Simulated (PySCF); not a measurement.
C2H3BF2O, SMILES C=C(F)B(O)F.

Geometry: B3LYP-D3(BJ)/def2-SVP. The structure was generated by enumeration, and PubChem lists no compound with its InChIKey, so it may never have been made. The values are those of a single conformer.

Two levels are set side by side: TDA-PBE/def2-SVPD (PySCF) and TDA-PBE0/def2-SVPD (PySCF). Vertical, same geometry. The lowest singlet is HOMO−1→LUMO 98 % with PBE and HOMO→LUMO 91 % with the other functional; states are paired by order. Differences are taken from unrounded values.

```json
[
 {"quantity": "lowest singlet excitation (eV)", "TDA-PBE0": "6.91"},
 {"quantity": "lowest triplet excitation (TDA) (eV)", "TDA-PBE0": "3.80"},
 {"quantity": "first bright state (f over 0.05) (eV)", "TDA-PBE0": "6.91"},
 {"quantity": "its oscillator strength", "TDA-PBE0": "0.45"}
]
```

What does TDA-PBE give, and how far is it from TDA-PBE0? (Estimate from the structure and the level; the computed values follow.)


| quantity | TDA-PBE | TDA-PBE minus TDA-PBE0 |
|---|---|---|
| lowest singlet excitation (eV) | 6.27 | -0.64 |
| lowest triplet excitation (TDA) (eV) | 3.85 | 0.05 |
| first bright state (f over 0.05) (eV) | 6.48 | -0.42 |
| its oscillator strength | 0.34 | -0.10 |

A lower first singlet is the usual sign of a functional without exact exchange. Differences between two approximate levels are no errors against the true value.

Rough cost on one machine, each run with all the roots and properties that it gave: TDA-PBE0 against TDA-PBE within a factor of 2.
